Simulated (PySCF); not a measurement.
**How the method changes the constants of MgBi**

State: ⁴Σ⁻ (quartet), unpaired electrons σ ↑, π ↑↑. Set-up: basis Mg def2-SVPD, Bi def2-SVPD with ECP60; scalar-relativistic core potentials; PySCF 2.14. De refers to Mg + Bi in their high-spin ground configurations, without counterpoise correction. The functionals are run spin-unrestricted. A positive dipole means Mg(−)Bi(+). Levels whose curve was spin-contaminated or gave no clean fit are not listed.

| Level | Re (Å) | ωe (cm⁻¹) | De (eV) | μ (D) |
| --- | --- | --- | --- | --- |
| ROHF-CCSD(T) | 3.066 | 140 | 0.190 | n/a |
| PBE | 2.978 | 180 | 0.63 | -0.71 |
| r²SCAN | 2.953 | 191 | 0.68 | -0.94 |
| B3LYP | 2.986 | 174 | 0.474 | -0.94 |
| PBE0 | 2.957 | 184 | 0.56 | -0.84 |
| HSE06 | 2.958 | 185 | 0.60 | -0.90 |
| MN15 | 2.951 | 178 | 0.50 | -0.86 |
| BHandHLYP | 2.968 | 176 | 0.395 | -1.05 |

The bond length runs from 2.951 Å (MN15) to 3.066 Å (ROHF-CCSD(T)). De spans 0.19 eV (ROHF-CCSD(T), coupled cluster) to 0.68 eV (r²SCAN, meta-GGA).

Correlated steps freeze 5 core orbitals. Correlated levels converge slowly with the basis: in double zeta they bind strong bonds too weakly, by up to about 1 eV, and carry superposition errors of some tenths. These are scalar-relativistic numbers at best; spin–orbit coupling would shift them, the dissociation energy most. The state is the lowest determinant that a PBE0 search found; another state may lie lower at other levels.

The whole job (state search and all levels along the bond) took about 2.7 min on 1 thread of Intel Xeon @ 2.60GHz (shared host), peak memory 0.67 GiB.
